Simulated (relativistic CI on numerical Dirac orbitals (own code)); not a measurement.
# Line list: Forbidden lines, Hf XIX

Calculated at this level of theory: Dirac-Coulomb-Breit CI, separate exchange-only KLI orbitals for each configuration, QED by a radiative potential, unscaled Slater integrals (own radial code, finite nucleus).

Configuration list (outside the closed core [Ar] 3d10 4p6 4d10): 4s2 4f8, 4s2 4f7 5s, 4s2 4f6 5s2, 4s2 4f7 6s, 4f10. Levels of other configurations are missing.

```csv
λ vac (nm),Lower,Upper,Type,A (s⁻¹),E lower (cm⁻¹),E upper (cm⁻¹)
144.95,4s2 4f8 7F_6 [1],4s2 4f8 5F_5 [26],M1,3.05e+02,0.0,68989.3
153.33,4s2 4f8 7F_6 [1],4s2 4f8 5H_6 [22],M1,6.09e+01,0.0,65217.4
162.83,4s2 4f8 7F_5 [2],4s2 4f8 5H_5 [25],M1,1.08e+02,6755.8,68169.9
163.21,4s2 4f8 7F_6 [1],4s2 4f8 5H_7 [21],M1,9.13e+00,0.0,61269.7
171.01,4s2 4f8 7F_4 [3],4s2 4f8 5H_5 [25],M1,2.29e+01,9694.1,68169.9
171.05,4s2 4f8 7F_5 [2],4s2 4f8 5H_6 [22],M1,1.56e+01,6755.8,65217.4
177.30,4s2 4f8 7F_6 [1],4s2 4f8 5L_6 [17],M1,6.46e+01,0.0,56400.8
181.53,4s2 4f8 7F_6 [1],4s2 4f8 5L_7 [14],M1,3.52e+00,0.0,55087.7
185.74,4s2 4f8 7F_6 [1],4s2 4f8 5G_5 [12],M1,3.57e+01,0.0,53837.5
192.68,4s2 4f8 7F_2 [5],4s2 4f8 5D_1 [24],M1,2.81e+02,14834.4,66733.5
201.04,4s2 4f8 7F_0 [7],4s2 4f8 5D_1 [24],M1,1.63e+02,16992.6,66733.5
201.43,4s2 4f8 7F_5 [2],4s2 4f8 5L_6 [17],M1,5.45e+00,6755.8,56400.8
202.25,4s2 4f8 7F_1 [6],4s2 4f8 5D_0 [23],M1,4.68e+02,16319.8,65764.3
207.83,4s2 4f8 7F_4 [3],4s2 4f8 5G_3 [19],M1,1.41e+02,9694.1,57810.7
208.78,4s2 4f8 7F_6 [1],4s2 4f8 5G_6 [9],M1,2.99e+02,0.0,47896.8
210.70,4s2 4f8 7F_5 [2],4s2 4f8 5G_4 [13],M1,3.01e+01,6755.8,54217.3
212.40,4s2 4f8 7F_5 [2],4s2 4f8 5G_5 [12],M1,1.91e+02,6755.8,53837.5
214.74,4s2 4f8 7F_3 [4],4s2 4f8 5G_2 [20],M1,4.38e+01,12864.4,59431.6
218.86,4s2 4f8 7F_4 [3],4s2 4f8 5D_3 [15],M1,7.99e+01,9694.1,55384.5
222.49,4s2 4f8 7F_3 [4],4s2 4f8 5G_3 [19],M1,4.71e+01,12864.4,57810.7
224.23,4s2 4f8 7F_2 [5],4s2 4f8 5G_2 [20],M1,3.65e+01,14834.4,59431.6
224.60,4s2 4f8 7F_4 [3],4s2 4f8 5G_4 [13],M1,1.41e+02,9694.1,54217.3
226.53,4s2 4f8 7F_4 [3],4s2 4f8 5G_5 [12],M1,2.54e+01,9694.1,53837.5
229.65,4s2 4f8 7F_3 [4],4s2 4f8 5D_2 [18],M1,2.62e+02,12864.4,56408.9
235.18,4s2 4f8 7F_3 [4],4s2 4f8 5D_3 [15],M1,3.77e+01,12864.4,55384.5
241.82,4s2 4f8 7F_3 [4],4s2 4f8 5G_4 [13],M1,2.37e+01,12864.4,54217.3
243.07,4s2 4f8 7F_5 [2],4s2 4f8 5G_6 [9],M1,2.14e+01,6755.8,47896.8
246.61,4s2 4f8 7F_2 [5],4s2 4f8 5D_3 [15],M1,1.05e+02,14834.4,55384.5
249.44,4s2 4f8 7F_1 [6],4s2 4f8 5D_2 [18],M1,1.23e+02,16319.8,56408.9
320.75,4s2 4f8 5D_4 [8],4s2 4f8 5F_5 [26],M1,3.46e+01,37812.4,68989.3
321.99,4s2 4f8 7F_5 [2],4s2 4f8 5D_4 [8],M1,2.37e+02,6755.8,37812.4
400.83,4s2 4f8 7F_3 [4],4s2 4f8 5D_4 [8],M1,3.60e+01,12864.4,37812.4
500.04,4s2 4f8 5D_4 [8],4s2 4f8 5G_3 [19],M1,5.94e+01,37812.4,57810.7
569.08,4s2 4f8 5D_4 [8],4s2 4f8 5D_3 [15],M1,1.80e+02,37812.4,55384.5
577.35,4s2 4f8 5G_6 [9],4s2 4f8 5H_6 [22],M1,6.97e+00,47896.8,65217.4
654.92,4s2 4f8 5L_9 [11],4s2 4f8 5I_8 [27],M1,2.00e+01,53836.9,69106.0
697.72,4s2 4f8 5G_5 [12],4s2 4f8 5H_5 [25],M1,1.69e+01,53837.5,68169.9
878.75,4s2 4f8 5G_5 [12],4s2 4f8 5H_6 [22],M1,6.76e+00,53837.5,65217.4
968.56,4s2 4f8 5D_2 [18],4s2 4f8 5D_1 [24],M1,7.20e+01,56408.9,66733.5
987.20,4s2 4f8 5L_7 [14],4s2 4f8 5H_6 [22],M1,8.08e+00,55087.7,65217.4
1175.9,4s2 4f8 5G_6 [9],4s2 4f8 5L_6 [17],M1,2.07e+01,47896.8,56400.8
1480.2,4s2 4f8 7F_6 [1],4s2 4f8 7F_5 [2],M1,1.42e+01,0.0,6755.8
1617.6,4s2 4f8 5L_7 [14],4s2 4f8 5H_7 [21],M1,6.97e+00,55087.7,61269.7
1683.3,4s2 4f8 5G_6 [9],4s2 4f8 5G_5 [12],M1,7.60e+00,47896.8,53837.5
1979.1,4s2 4f8 5L_10 [10],4s2 4f8 5L_9 [11],M1,5.36e+00,48784.1,53836.9
```

Terms are leading LS components. Brackets give the number of a level in order of energy, since labels repeat. The list gives strong lines, with weight on those to low levels, among the lowest 200 of 2005 levels, so that lines to higher ones, which can be the strongest, are missing. Levels whose partners in the same complex of configurations lie outside the list can be far off, and so can their lines. Rates are taken at the computed energies, electric ones in the length gauge.

At this charge energies of transitions that change n are usually good to better than 1 %, and those within a shell (Δn = 0) to a few per cent. Terms inside the open d or f shell come out 10 to 20 % too wide with unscaled integrals.

LS names give the leading component of a level, which can be under half, so a name can repeat, a term be missing and a line seem to break the LS rules.
